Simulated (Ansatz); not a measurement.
Cost and result up the ladder for B₉N₉H₂₄, a nanocrystal cut from wurtzite BN (hydrogen-capped) (42 atoms). Total charge 0; singlet. Geometry: PBE-D4/def2-SVP.

```xyz
42

B    -1.300   -2.818   -0.386
N     0.090   -2.801   -1.208
N    -1.392   -1.375    0.264
B    -0.218   -1.126    1.278
B     0.874   -1.426   -1.110
N     1.140   -1.120    0.407
N    -0.336    0.302    1.923
B     0.831    0.568    2.961
B     1.920    0.237    0.533
N     2.178    0.520    2.072
B    -1.479   -0.255   -0.835
N    -0.072   -0.283   -1.623
N    -1.586    1.165   -0.169
B    -0.413    1.440    0.840
B     0.683    1.092   -1.540
N     0.952    1.346   -0.014
B    -1.690    2.310   -1.261
N    -0.293    2.226   -2.067
H    -1.235   -3.684    0.485
H    -2.225   -2.998   -1.177
H     0.703   -3.560   -0.883
H    -0.080   -3.019   -2.198
H    -2.278   -1.391    0.787
H    -0.181   -2.000    2.139
H     1.915   -1.495   -1.760
H     1.756   -1.860    0.765
H    -1.192    0.335    2.492
H     0.878   -0.330    3.801
H     0.724    1.688    3.459
H     2.991    0.216   -0.070
H     2.821   -0.193    2.441
H     2.698    1.402    2.168
H    -2.416   -0.457   -1.602
H    -0.263   -0.467   -2.615
H    -2.477    1.222    0.341
H    -0.527    2.544    1.364
H     1.718    1.094   -2.202
H     1.443    2.245    0.063
H    -2.612    2.082   -2.043
H    -1.773    3.415   -0.726
H    -0.470    2.076   -3.068
H     0.194    3.131   -2.028
```

Ansatz on 2 threads of AMD EPYC 7R13 on a shared host and a share (18 GiB) of an NVIDIA H100 80GB HBM3. Times are rough, and most runs start from the orbitals of an earlier one. PBE0-D4/def2-TZVP serves as the yardstick here, not as an exact answer. Differences are given only for rows in sets of like size (and for xTB, whose basis is part of the method), since another set adds its own error. Binding counts from free atoms at the same level (B doublet, N quartet, H doublet; other spins of the atoms weren't run), without zero-point energy or a counterpoise term.

LC-ωPBE has ω = 0.4 bohr⁻¹. B3LYP takes the VWN-RPA correlation. Correlated methods freeze 18 core orbitals. The rows differ in basis, and correlated rows in double-zeta sets carry the largest basis error. Single mean-field runs in def2-TZVP are fitted with def2-universal-jkfit.

Correlated methods converge slowly with the basis, most of all in double-zeta sets.

```json
{"level": "MP2/def2-SVP", "functions": "372", "wall time": "6 s"}
{"level": "PBE-D4/def2-SVP", "functions": "372", "wall time": "6.5 s"}
{"level": "PBE0-D4/def2-SVP", "functions": "372", "wall time": "7 s"}
{"level": "HF/STO-3G", "functions": "114", "wall time": "8 s"}
{"level": "B3LYP-D4/def2-TZVP", "functions": "702", "wall time": "12 s"}
{"level": "PBE0-D4/def2-TZVP", "functions": "702", "wall time": "14 s"}
{"level": "r2SCAN-D4/def2-TZVP", "functions": "702", "wall time": "14 s"}
{"level": "BLYP-D4/def2-TZVP", "functions": "702", "wall time": "17 s"}
{"level": "PBE-D4/def2-TZVP (with forces)", "functions": "702", "wall time": "17 s"}
{"level": "LC-ωPBE/def2-TZVP (with forces)", "functions": "702", "wall time": "17 s"}
```

(1) Estimate what each level gives for the binding energy per atom (eV).

## Answers

(1) 
| level | binding energy per atom (eV) | difference from PBE0-D4/def2-TZVP (eV) |
| --- | --- | --- |
| MP2/def2-SVP | 4.04 | – |
| PBE-D4/def2-SVP | 4.32 | – |
| PBE0-D4/def2-SVP | 4.26 | – |
| HF/STO-3G | 3.91 | – |
| B3LYP-D4/def2-TZVP | 4.18 | -0.01 |
| PBE0-D4/def2-TZVP | 4.20 | 0.00 |
| r2SCAN-D4/def2-TZVP | 4.17 | -0.03 |
| BLYP-D4/def2-TZVP | 4.17 | -0.02 |
| PBE-D4/def2-TZVP (with forces) | 4.26 | 0.06 |
| LC-ωPBE/def2-TZVP (with forces) | 4.17 | -0.03 |
